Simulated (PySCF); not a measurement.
# Working with the constants of AlBr⁺

UHF-CCSD(T) constants of AlBr⁺, ²Σ⁺ (doublet), unpaired electrons σ ↑ (basis Al def2-TZVPPD, Br def2-TZVPPD; no relativity; PySCF 2.14; masses 26.9815 and 78.9183 u):

* ωe: 468.8 cm⁻¹
* ωexe: 2.34 cm⁻¹
* Be: 0.17552 cm⁻¹
* αe: 0.000956 cm⁻¹
* De to Al⁺ + Br: 1.48 eV

(1) What force constant and bond length do these constants imply?

(2) Estimate the centrifugal constant D from the Kratzer relation and find the Dunham coefficient a1.

Correlated steps freeze 14 core orbitals. Spin–orbit coupling is left out. For an ion De counts to the pair picked by the measured ionisation energies or electron affinities, which need not be the lowest pair at this level. The state was picked by a PBE0 search and need not be the measured ground state.

Results:

(1) Reduced mass μred = 20.107 u; k = 5.8918×10⁻⁷·μred·ωe² (u, cm⁻¹, mdyn/Å) = 2.60 mdyn/Å; Re = √(16.8576/(μred·Be)) (u, cm⁻¹, Å) = 2.186 Å.

(2) D = 4Be³/ωe² = 9.84e-08 cm⁻¹; a1 = −1 − αeωe/(6Be²) = -3.42.
